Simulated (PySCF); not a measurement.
## Mayer bond orders and bond lengths

Compound: C8H7P.
SMILES with atom numbers: `[CH:1]1=[CH:2][P:3]1[c:4]1[cH:5][cH:6][cH:7][cH:8][cH:9]1` (hydrogens: H10 on C1; H11 on C2; H12 on C5; H13 on C6; H14 on C7; H15 on C8; H16 on C9)

Geometry (GFN2-xTB, Å), atoms numbered from 1 in this order:
```xyz
16
C8H7P angstrom
C      2.8405   -0.9199    0.2527
C      2.9693    0.3207   -0.1380
P      1.8723    0.2097    1.3336
C      0.2051    0.1420    0.5422
C     -0.0758   -0.5643   -0.6218
C     -1.3572   -0.5749   -1.1400
C     -2.3738    0.1159   -0.5006
C     -2.1054    0.8169    0.6633
C     -0.8242    0.8264    1.1829
H      3.1421   -1.9288    0.0769
H      3.4293    0.9739   -0.8459
H      0.7136   -1.1091   -1.1225
H     -1.5650   -1.1251   -2.0469
H     -3.3742    0.1043   -0.9081
H     -2.8967    1.3535    1.1666
H     -0.6076    1.3679    2.0941
```

Bond orders from the PBE0/pcSseg-1 density (PySCF). Geometry: GFN2-xTB, one conformer, isolated molecule.

Problem. How far do the computed orders between heavy atoms stray from the drawn ones?

Solution. The largest departure is 0.299, at C1–C2 (drawn double, 1.701), counting aromatic bonds as 1.5. The bonds drawn aromatic range from 1.36 to 1.46.

Problem. Set the Mayer orders of the bonds between heavy atoms beside their lengths.

Solution. 
```json
{"bond": "C1–C2", "drawn as": "double", "length (Å)": "1.307", "Mayer order": "1.701"}
{"bond": "C2–P3", "drawn as": "single", "length (Å)": "1.839", "Mayer order": "0.903"}
{"bond": "P3–C4", "drawn as": "single", "length (Å)": "1.847", "Mayer order": "0.908"}
{"bond": "C4–C5", "drawn as": "aromatic", "length (Å)": "1.390", "Mayer order": "1.363"}
{"bond": "C5–C6", "drawn as": "aromatic", "length (Å)": "1.382", "Mayer order": "1.458"}
{"bond": "C6–C7", "drawn as": "aromatic", "length (Å)": "1.386", "Mayer order": "1.424"}
{"bond": "C7–C8", "drawn as": "aromatic", "length (Å)": "1.385", "Mayer order": "1.434"}
{"bond": "C8–C9", "drawn as": "aromatic", "length (Å)": "1.383", "Mayer order": "1.440"}
{"bond": "P3–C1", "drawn as": "single", "length (Å)": "1.839", "Mayer order": "0.915"}
{"bond": "C9–C4", "drawn as": "aromatic", "length (Å)": "1.392", "Mayer order": "1.416"}
```

Bonds between the same two heavy elements. C–C: lowest C4–C5 (1.363, 1.390 Å), highest C1–C2 (1.701, 1.307 Å). C–P: all 3 within 0.02 of one another (0.903 to 0.915).

Problem. And the bonds to hydrogen?

Solution. C–H: 0.96 to 0.99 (7 bonds).

Problem. Sum the orders of all bonds at each heavy atom with more than one neighbour and set the sums beside the valence in the SMILES.

Solution. C1 3.606 (drawn 4), C2 3.593 (drawn 4), P3 2.726 (drawn 3), C4 3.687 (drawn 4), C5 3.782 (drawn 4), C6 3.848 (drawn 4), C7 3.826 (drawn 4), C8 3.840 (drawn 4), C9 3.824 (drawn 4). Orders between atoms that aren't bonded are not in these sums.

Mayer orders depend on the basis set.
